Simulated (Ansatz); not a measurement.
`Br[SiH]1[NH][AlH]1` + H₂ → `[NH]1[AlH][SiH2]1` + HBr at 700 K and 1 bar (hydrogenolysis of the Si–Br bond).

Gas-phase electronic energies from Ansatz, PBE0-D4/def2-TZVP geometries. CCSD(T)/CBS adds triple-zeta CCSD(T) − MP2 to the extrapolated MP2 energy (def2 sets, frozen cores). This one scheme is used for every species. For Br outer-core shells are correlated without core-valence functions, which leaves a few kJ/mol of doubt a bond. Scalar relativity is left out up to krypton.

| species | CCSD(T)/CBS energy (Eh) | H − E (kJ/mol) | S (J/(mol·K)) |
| --- | --- | --- | --- |
| `Br[SiH]1[NH][AlH]1` | -3160.97381 | 149.1 | 424.7 |
| H₂ | -1.17544 | 46.8 | 155.3 |
| `[NH]1[AlH][SiH2]1` | -588.19433 | 157.9 | 368.9 |
| HBr | -2573.91920 | 36.5 | 223.7 |

H − E and S are ideal-gas, rigid-rotor, harmonic terms from PBE0-D4/def2-TZVP, for one conformer and one mirror image of each species. The MP2-based limit puts H₂ 0.8 mEh under its directly extrapolated value; such offsets cancel only in part. 1 Eh = 2625.50 kJ/mol, R = 8.31446 J/(mol·K).

Question: By hand: ΔE, ΔH, ΔS and ΔG.

Answer: ΔE = (-588.19433) + (-2573.91920) − (-3160.97381) − (-1.17544) = 0.03572 Eh = 93.8 kJ/mol. Δ(H − E) = 157.9 + 36.5 − 149.1 − 46.8 = -1.5, so ΔH = 92.3 kJ/mol. ΔS = 368.9 + 223.7 − 424.7 − 155.3 = 12.6 J/(mol·K). ΔG = 92.3 − 700 × (12.6)/1000 = 83.5 kJ/mol.

Question: By hand: the equilibrium constant, and the temperature at which ΔG would vanish if ΔH and ΔS stayed fixed.

Answer: log₁₀ K = −ΔG/(RT ln 10) = -6.2. ΔG = 0 at ΔH/ΔS = 7325 K, far beyond where these terms or the molecules hold.

The number of gas molecules stays the same, so ΔS is small and ΔH decides. A doubt of 5 kJ/mol in ΔE shifts log₁₀ K by 0.4 here. Other conformers and mirror images would add mixing entropy, several J/(mol·K) or more a flexible species. These are equilibria of isolated gas molecules and say nothing of rates. Largest T1 diagnostic: 0.015 (customary marks: 0.02 for closed shells, 0.045 for open ones).
